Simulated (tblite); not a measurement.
Isomers of C8H16FN. All values are computed: GFN2-xTB (tblite) harmonic vibrations without scaling, gas phase. The method is semi-empirical: single wavenumbers can be off by several per cent or more. One conformer each.

Electronic energies: GFN2-xTB at the same geometries; isomer energies are rough at this level and their order can be wrong.

```csv
SMILES,"electronic energy, lowest = 0 (kcal/mol)"
[H]/N=C\C[C@@H](C)CC(C)(C)F,5.6
CC/C(=C\N(C)C)CCF,8.8
CC(C)(CCF)N1CCC1,0.0
```

Question: How do GFN2-xTB zero-point energies change the relative energies?

Answer: 
| SMILES | ZPE (kcal/mol) | of it from modes above 1550 cm⁻¹ | electronic (kcal/mol) | with ZPE, lowest = 0 (kcal/mol) | lowest mode (cm⁻¹) | rings |
| --- | --- | --- | --- | --- | --- | --- |
| CC(C)(CCF)N1CCC1 | 143.4 | 68.5 | 0.0 | 0.0 | 55 | 1 |
| [H]/N=C\C[C@@H](C)CC(C)(C)F | 142.4 | 71.9 | 5.6 | 4.7 | 38 | 0 |
| CC/C(=C\N(C)C)CCF | 142.1 | 70.7 | 8.8 | 7.6 | 39 | 0 |

The zero-point energies span 1.3 kcal/mol, from `CC/C(=C\N(C)C)CCF` to `CC(C)(CCF)N1CCC1`. The order is unchanged.

Question: What do entropy and thermal enthalpy add at 298.15 K and 1 bar (rigid rotor, harmonic oscillator, one conformer each)?

Answer: 
| SMILES | point group | symmetry number | S (cal/(mol K)) | H − H(0) (kcal/mol) | ZPE + H − H(0) − TS (kcal/mol) |
| --- | --- | --- | --- | --- | --- |
| CC(C)(CCF)N1CCC1 | C1 | 1 | 104.8 | 7.82 | 120.0 |
| [H]/N=C\C[C@@H](C)CC(C)(C)F | C1 | 1 | 110.7 | 8.49 | 117.9 |
| CC/C(=C\N(C)C)CCF | C1 | 1 | 113.0 | 8.68 | 117.1 |
